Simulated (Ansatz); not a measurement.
`[CH3][Al]([F])[CH2]F` + H₂ → `[CH3][AlH][CH2]F` + H–F  (hydrogenolysis of the Al–F bond)

Program: Ansatz. Geometries: PBE0-D4/def2-TZVP. ΔE: electronic, gas phase. CBS: MP2 limit from def2 TZ/QZ plus the TZ coupled-cluster correction, frozen cores. This one scheme is used for every species. Functionals use def2-TZVPP. Each species was taken in one conformer, which may not be the lowest.

`[CH3][Al]([F])[CH2]F`:

Cartesian coordinates in Å:
```
C 0.590 1.506 0.671
Al 0.379 0.044 -0.578
F 1.250 0.023 -1.986
C -0.815 -1.512 -0.334
F -1.498 -1.395 0.886
H 0.712 2.463 0.157
H -0.264 1.578 1.349
H 1.483 1.358 1.287
H -0.272 -2.465 -0.322
H -1.565 -1.600 -1.129
```

H₂:

Z-matrix (Å, degrees):
```
H
H 1 0.746
```

`[CH3][AlH][CH2]F`:

Z-matrix (Å, degrees):
```
C
Al 1 1.952
H 1 1.095 2 110.7
H 1 1.093 2 113.6 3 121.4
H 1 1.096 2 110.7 3 -117.3
C 2 1.984 1 118.7 3 -121.6
H 2 1.587 1 121.7 3 58.4
F 6 1.399 2 112.6 1 -179.9
H 6 1.099 2 111.7 1 -58.8
H 6 1.099 2 111.7 1 59.0
```

H–F:

```xyz
2

F     0.323    0.257   -0.204
H    -0.323   -0.257    0.204
```

```tsv
level	ΔE (kcal/mol)
r2SCAN-D4	44.7
ωB97M-V	43.2
PBE	41.7
r2SCAN	44.7
PBE0	40.8
HF/def2-QZVPP	41.5
SCS-MP2/def2-QZVPP	43.7
MP2/CBS(def2)	44.2
```

What does CCSD(T)/CBS give? (An estimate is asked.)

Computed: +42.7 kcal/mol. The listed levels differ from it by 2.0, 0.5, -1.0, 2.0, -1.9, -1.2, 1.0, 1.5 kcal/mol.

Largest T1 diagnostic among the species: 0.012.

From PBE to PBE0 (25 % exact exchange), in def2-TZVPP and without D4, ΔE moves by −0.9 kcal/mol. In def2-TZVPP, CCSD(T) changes the Hartree–Fock value by +1.3 kcal/mol (the triples alone add +0.4 kcal/mol) and MP2 by +2.8 kcal/mol.
